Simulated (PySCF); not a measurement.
Si(CF3)(OH)3 (CH3F3O3Si), SMILES O[Si](O)(O)C(F)(F)F. Geometry optimised at PBE-D3(BJ)/def2-SVP. Other conformers were not sampled.

Computed equilibrium geometry at PBE-D3(BJ)/def2-SVP (PySCF confirms it by a frequency run) as bond lengths and angles, and its point group (one conformer of several):
point group C3.
Atoms: O1 Si2 O3 O4 C5 F6 F7 F8 H9 H10 H11. Bonds (Å): O1–Si2 1.657, O1–H9 0.973, Si2–O3 1.657, Si2–O4 1.657, Si2–C5 1.933, O3–H10 0.973, O4–H11 0.973, C5–F6 1.363, C5–F7 1.363, C5–F8 1.363. Angles (°): Si2–O1–H9 115.9, O1–Si2–O3 110.2, O1–Si2–O4 110.2, O1–Si2–C5 108.7, O3–Si2–O4 110.2, O3–Si2–C5 108.7, O4–Si2–C5 108.7, Si2–O3–H10 115.9, Si2–O4–H11 115.9, Si2–C5–F6 111.9, Si2–C5–F7 111.9, Si2–C5–F8 111.9, F6–C5–F7 107.0, F6–C5–F8 107.0, F7–C5–F8 107.0.
Charge 0, spin multiplicity 1.
